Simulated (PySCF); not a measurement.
Cl3Se, multiplicity 2. Atoms are numbered in the order given.

```xyz
4

Se    -0.3167     0.3156     0.0000
Cl     0.2813     0.5814     2.1875
Cl     0.2813     0.5814    -2.1875
Cl     0.0709    -1.7940     0.0000
```
Charge 0, spin multiplicity 2.

Coordinates come from a ωB97X-D3(BJ)/def2-SVP optimisation. The spin state was assumed, not searched. The isomer is the one that the SMILES or the coordinates give; other isomers of the formula were not compared.

Level of theory: PBE/def2-TZVPD (PySCF).

total energy: -3781.28353 hartree
point group: Cs
α spin, highest occupied and lowest empty level: -6.29 and -4.20 eV
β spin, highest occupied and lowest empty level: -7.66 and -5.54 eV
dipole moment: 0.85 D
quadrupole, principal values (traceless, Buckingham form, about the centre of nuclear charge): -6.09, 1.43, 4.66 D·Å
mean static polarisability: 88.4 bohr³ (13.10 Å³)
polarisability, principal values: 56.0, 80.5, 128.6 bohr³
⟨S²⟩: 0.752 (pure state 0.75)
